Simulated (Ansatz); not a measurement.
A nudged elastic band was laid between two geometries of C2H8FNSi2 (14 atoms, charge 0, multiplicity 1).

Method: RKS PBE0/def2-SVP in Ansatz.

```json
{
 "movable images": "7",
 "climbing image": "yes",
 "spring": "5.0 eV/Å²",
 "optimiser": "quadratic models (default)",
 "start path": "IDPP",
 "force threshold": "0.05 eV/Å",
 "iteration limit": "60",
 "end points": "relaxed"
}
```

Initial state:

```xyz
14
Properties=species:S:1:pos:R:3
N -1.940 -0.776 -0.418
Si -0.242 -0.421 -0.355
Si 0.598 -1.513 1.548
C 0.233 1.389 -0.289
C 0.966 1.961 -1.244
F 1.335 3.238 -1.217
H -2.494 -0.429 -1.195
H -2.483 -0.761 0.438
H 0.401 -0.954 -1.600
H 0.397 -2.993 1.465
H -0.113 -1.017 2.771
H 2.058 -1.235 1.717
H -0.071 2.029 0.548
H 1.341 1.452 -2.140
```

Final state:

```xyz
14
Properties=species:S:1:pos:R:3
N -2.036 -0.727 -0.463
Si -0.355 -0.378 -0.728
Si 0.854 -1.580 0.893
C 0.122 1.434 -0.691
C 0.916 1.971 0.234
F 1.239 3.260 0.258
H -2.700 -0.596 -1.218
H -2.460 -0.499 0.430
H -0.051 -0.899 -2.097
H 0.635 -3.047 0.702
H 0.381 -1.212 2.268
H 2.325 -1.305 0.831
H -0.269 2.120 -1.454
H 1.387 1.428 1.063
```

Question: What changes between the two ends?

Answer: No bond is made or broken. The dihedral H9–Si2–C4–C5 goes from 2 to -128°.

Question: Give the energies along the band, and the barrier.

Answer: It converged. The highest image is number 4 of 0 to 8, 7.8 kJ/mol above the first end and 5.2 kJ/mol above the last; the last end lies 2.6 kJ/mol above the first. A vibrational analysis at the climbing image gives one clearly imaginary mode, 88i cm⁻¹: a first-order saddle point.

```json
{"image": "0", "path coordinate (Å)": "0.00", "energy (kJ/mol)": "0.0", "dihedral H9–Si2–C4–C5 (°)": "2"}
{"image": "1", "path coordinate (Å)": "0.62", "energy (kJ/mol)": "1.1", "dihedral H9–Si2–C4–C5 (°)": "-12"}
{"image": "2", "path coordinate (Å)": "1.25", "energy (kJ/mol)": "3.9", "dihedral H9–Si2–C4–C5 (°)": "-28"}
{"image": "3", "path coordinate (Å)": "1.87", "energy (kJ/mol)": "6.7", "dihedral H9–Si2–C4–C5 (°)": "-44"}
{"image": "4", "path coordinate (Å)": "2.49", "energy (kJ/mol)": "7.8", "dihedral H9–Si2–C4–C5 (°)": "-60"}
{"image": "5", "path coordinate (Å)": "3.14", "energy (kJ/mol)": "6.7", "dihedral H9–Si2–C4–C5 (°)": "-78"}
{"image": "6", "path coordinate (Å)": "3.79", "energy (kJ/mol)": "4.7", "dihedral H9–Si2–C4–C5 (°)": "-95"}
{"image": "7", "path coordinate (Å)": "4.44", "energy (kJ/mol)": "3.2", "dihedral H9–Si2–C4–C5 (°)": "-112"}
{"image": "8", "path coordinate (Å)": "5.08", "energy (kJ/mol)": "2.6", "dihedral H9–Si2–C4–C5 (°)": "-128"}
```

Question: What is the geometry of the highest image?

Answer: 
```xyz
14
Properties=species:S:1:pos:R:3
N -2.128 -0.754 -0.235
Si -0.457 -0.395 -0.517
Si 0.815 -1.541 1.093
C -0.027 1.435 -0.419
C 1.193 1.936 -0.606
F 1.470 3.234 -0.524
H -2.822 -0.537 -0.942
H -2.519 -0.668 0.696
H -0.126 -0.900 -1.887
H 0.663 -3.026 0.987
H 0.390 -1.121 2.467
H 2.266 -1.201 0.938
H -0.819 2.156 -0.179
H 2.090 1.352 -0.845
```

Question: What are the harmonic wavenumbers there?

Answer: 88i, 79, 111, 138, 160, 221, 253, 289, 353, 389, 452, 503, 525, 695, 784, 804, 843, 855, 873, 910, 934, 937, 973, 1148, 1205, 1352, 1544, 1723, 2207, 2211, 2218, 2227, 3173, 3192, 3610, 3710 cm⁻¹.

The run took 5 min on 2 threads of Arm Neoverse V1 (shared host), peak memory 0.34 GiB.
